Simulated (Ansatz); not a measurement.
This geometry of ClH + F4Ge (7 atoms, charge 0, multiplicity 1) is a first-order saddle point.

Level of theory: Ansatz 0.2.0, RKS PBE0/def2-SVP.

```xyz
7
Properties=species:S:1:pos:R:3
Ge -0.241 -0.019 -0.029
F -0.008 0.115 1.861
F 1.463 -0.085 -0.173
F -0.604 1.492 -0.729
F -0.642 -1.441 -0.888
Cl -2.399 -0.113 1.055
H -1.159 0.051 1.964
```

Which two structures does it join? (They come from a converged band through this point; their orientation in space is the band's.)

Bonds broken: Ge1–F2, Cl6–H7. Bonds formed: Ge1–Cl6, F2–H7. ClH + F4Ge becomes ClF3Ge + FH.

Initial state:

```xyz
7
Properties=species:S:1:pos:R:3
Ge 0.227 0.000 -0.111
F 0.219 0.001 1.596
F 1.857 0.000 -0.596
F -0.503 1.406 -0.718
F -0.502 -1.407 -0.717
Cl -2.867 0.004 1.319
H -2.020 -0.004 2.289
```

Final state:

```xyz
7
Properties=species:S:1:pos:R:3
Ge -0.427 -0.247 -0.283
F -0.211 0.932 2.072
F 1.062 -0.764 0.361
F -0.464 1.426 -0.597
F -0.510 -0.978 -1.826
Cl -2.108 -0.952 0.800
H -0.932 0.582 2.535
```

How far does it lie above each of them?

0.76 eV above the first and 0.91 eV above the second. This is the barrier of this one path; another mechanism may lie lower. The orbitals stay closed-shell, which can raise the energy where a bond breaks towards radicals; this wasn't checked here.

The run took 5.1 min on 2 threads of Intel(R) Xeon(R) Platinum 8175M CPU @ 2.50GHz (Skylake/Cascade Lake) (shared host), peak memory 0.31 GiB.
